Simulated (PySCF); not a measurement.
# Bond energies at CCSD(T)/def2-SVP beside a composite method

PySCF, lowest determinants of a PBE0 search. The composite is CCSD(T) extrapolated to the basis-set limit from two correlation-consistent sets, with core-valence (CV) and scalar-relativistic (SR) terms as its label shows; it has no spin–orbit coupling and nothing beyond (T).

| species | state (unpaired electrons) | De CCSD(T) (eV) | De composite (eV) | composite | dissociates to |
| --- | --- | --- | --- | --- | --- |
| Cs2 | singlet (closed shell) | 0.35 | 0.44 | CCSD(T)/CBS(DT) | Cs + Cs |
| P2 | singlet (closed shell) | 4.03 | 5.05 | CCSD(T)/CBS(TQ)+CV+SR | P + P |
| OH⁺ | triplet (π ↑↑) | 5.42 | 5.21 | CCSD(T)/CBS(TQ)+CV+SR | H⁺ + O |
| SnCl⁺ | singlet (closed shell) | 3.75 | 4.20 | CCSD(T)/CBS(DT)+CV | Sn⁺ + Cl |
| CsRb | singlet (closed shell) | 0.36 | 0.48 | CCSD(T)/CBS(DT) | Cs + Rb |
| TlC | quartet (σ ↑, π ↑↑) | 2.33 | 2.62 | CCSD(T)/CBS(DT)+CV | Tl + C |
| BCl | singlet (closed shell) | 5.10 | 5.34 | CCSD(T)/CBS(TQ)+CV+SR | B + Cl |
| RbH | singlet (closed shell) | 1.36 | 1.79 | CCSD(T)/CBS(TQ) | Rb + H |

Task: Does CCSD(T) bind more or less than the composite, by how much on average, and where is the difference largest?

Result: CCSD(T)/def2-SVP binds less on average, method and basis taken together: the mean signed difference is -0.30 eV and the mean absolute one 0.36 eV; it is largest for P2 (-1.02 eV).

The molecules are drawn from runs that passed checks on state, spin purity and fit, so the hardest cases are missing and the errors look smaller than over all diatomics.

Correlated steps freeze the inner cores (0 to 46 orbitals); shallow outer-core shells are correlated. UHF and ROHF references stand side by side, which adds small steps between rows. Weak bonds: Cs2, CsRb. Basis-set superposition, not corrected here, can be much of De in a small basis, most of all at correlated wavefunction levels. These are scalar-relativistic numbers at best; spin–orbit coupling would shift them, the dissociation energy most. For an ion De counts to the pair picked by the measured ionisation energies or electron affinities, which need not be the lowest pair at this level. Where the molecule has an RHF reference, its open-shell atoms are computed with UHF. The CCSD T1 diagnostic is raised in RbH, a sign that a single reference may not be enough there. States were picked by a PBE0 search and need not be the measured ground states.
